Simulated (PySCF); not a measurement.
# How methods differ on the excitation energy of Se

Se [Ar] 3d10 4s2 4p4 (3P) → Se [Ar] 3d10 4s1 4p5 (3P), as a difference of total energies. All numbers are calculated (PySCF 2.14, scalar relativity by spin-free X2C-1e, in aug-cc-pVDZ-DK (6s5p3d, 36 functions)). Correlated levels: valence: [Ar] 3d10 frozen. The calculations carry no spin-orbit coupling.

| method | excitation energy (eV) |
| --- | --- |
| UHF | 11.753 |
| LDA | 10.826 |
| PBE | 10.755 |
| wB97X | 11.280 |
| PW91 | 10.775 |
| PBEsol | 10.748 |
| LC-wPBE | 11.394 |
| MP2 (valence) | 10.805 |
| SCS-MP2 (valence) | 10.663 |

Q: Estimate what r2SCAN gives.

A: 10.874 eV, closest to LDA among the rows shown.

Q: Estimate what PBE0 gives.

A: 11.039 eV, closest to LDA among the rows shown.

A first-order spin-orbit estimate (lowest level to lowest level, LS coupling) adds -0.012 eV.

The upper state lies above the first ionisation limit, where it may autoionise and the basis confines it.
